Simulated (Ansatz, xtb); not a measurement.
Two isomers of C5H2BrF3

Structure a is `C#C/C(=C/Br)C(F)(F)F`, a singlet and structure b is `C#C/C(Br)=C\C(F)(F)F`, a singlet. Both are isolated molecules in the gas phase, relaxed with B3LYP/def2-SVP.

Quicker runs give these differences E(b) − E(a): GFN2-xTB −0.095 eV; HF/STO-3G −0.004 eV (at GFN2-xTB geometries); r2SCAN-D4/def2-SVP −0.063 eV (at GFN2-xTB geometries).

Task: Estimate E(b) − E(a) at the level CCSD(T)/def2-SVP + ΔMP2/def2-TZVPP.

Result: Not settled: CCSD(T)/def2-SVP + ΔMP2/def2-TZVPP gives E(b) − E(a) = −0.070 eV, but this leans on the basis-set step: CCSD(T) alone gives −0.038 eV.

How the difference moves with the method:

```csv
level,geometry,E(b) − E(a) (eV),departure from the last row (eV),"job, with rough time for the two"
GFN2-xTB,GFN2-xTB,−0.095,−0.025,"optimisation, 0.19 s"
HF/STO-3G,GFN2-xTB,−0.004,+0.067,"single point, 0.6 s"
r2SCAN-D4/def2-SVP,GFN2-xTB,−0.063,+0.008,"single point, 4.4 s"
B3LYP/def2-SVP,B3LYP/def2-SVP,−0.066,+0.004,"optimisation, 46 s"
HF/def2-SVP,B3LYP/def2-SVP,−0.036,+0.035,part of the CCSD(T) run
MP2/def2-SVP,B3LYP/def2-SVP,−0.052,+0.018,part of the CCSD(T) run
CCSD(T)/def2-SVP,B3LYP/def2-SVP,−0.038,+0.032,single point
CCSD(T)/def2-SVP + ΔMP2/def2-TZVPP,B3LYP/def2-SVP,−0.070,,"single point, 2.7 min"
```

As drawn, both hold the same kinds of bond in the same numbers.

HF/STO-3G finds them nearly level. The largest departure from CCSD(T)/def2-SVP + ΔMP2/def2-TZVPP is that of HF/STO-3G, 0.067 eV. A small imaginary or near-zero mode remains, so no thermal terms are given. The last row adds to CCSD(T) the change of the MP2 difference between the two basis sets, here −0.032 eV.

The correlated steps freeze 17 core orbitals; the filled d shell of Br is correlated, in a basis made for valence electrons. Codes used: Ansatz 0.2.0, xtb 6.7.1; the last row on 4 threads of Arm Neoverse V1 on a shared host.
